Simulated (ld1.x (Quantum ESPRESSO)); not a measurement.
## gallium (Ga), TM semilocal: configuration errors across variants

* Element: gallium
* Generator: ld1.x (Quantum ESPRESSO) 7.5
* Type: norm-conserving Troullier–Martins (semilocal form)
* Functional: PBEsol
* Relativity: scalar-relativistic
* Frozen core: [Ar] 3d10
* Valence charge: 3
* Reference configuration: 4s1 4p0 (charge +2)
* Partial waves: 4p (bound, empty): rc 1.55 bohr; 4s (bound): rc 1.45 bohr
* Local potential: the s channel
* Core correction: a·sin(br)/r model core inside 0.70 bohr

All-electron excitation energies from the reference (eV): (1) 4s2 4p1 -26.815; (2) 4s2 4p0 -21.136; (3) 4s2 4p0.5 -24.788; (4) 4s2 4p1.3 -27.346; (5) 4s1 4p2 -20.264; (6) 4s1 4p1 -13.731; (7) 4s0 4p3 -13.425.

A semilocal file is local in each channel, so a ghost entry of none says nothing of the separable form that plane-wave codes build from it.

A true bound ghost makes a file unfit for plane-wave use even where its test errors are small: the radial tests pick states by their node count and pass the ghost by.

Errors AE − PS in meV (a dash: test not solved or not reliable):

```csv
change,(1),(2),(3),(4),(5),(6),(7),bound ghosts
base,-150,-96,-130,-154,-69,-33,-24,none
wave 4p (bound): rc 1.55 bohr becomes 4p (bound): rc 1.02 bohr,-64,-96,-84,-53,+80,+30,+142,none
wave 4p (bound): rc 1.55 bohr becomes 4p (bound): rc 1.18 bohr,-121,-96,-116,-119,-28,-23,+8.4,p
wave 4p (bound): rc 1.55 bohr becomes 4p (bound): rc 1.38 bohr,-146,-96,-128,-149,-63,-33,-19,none
wave 4p (bound): rc 1.55 bohr becomes 4p (bound): rc 1.56 bohr,-150,-96,-130,-154,-69,-33,-24,none
wave 4p (bound): rc 1.55 bohr becomes 4p (bound): rc 1.94 bohr,-150,-96,-130,-156,-71,-33,-29,none
wave 4p (bound): rc 1.55 bohr becomes 4p (bound): rc 2.12 bohr,-150,-96,-130,-156,-71,-33,-29,none
wave 4p (bound): rc 1.55 bohr becomes 4p (bound): rc 2.30 bohr,-151,-96,-130,-156,-71,-34,-27,none
```

(1) Give the same row for: wave 4p (bound): rc 1.55 bohr becomes 4p (bound): rc 1.72 bohr.

Results:

(1) -150, -96, -130, -155, -70, -34, -27; bound ghosts: none.
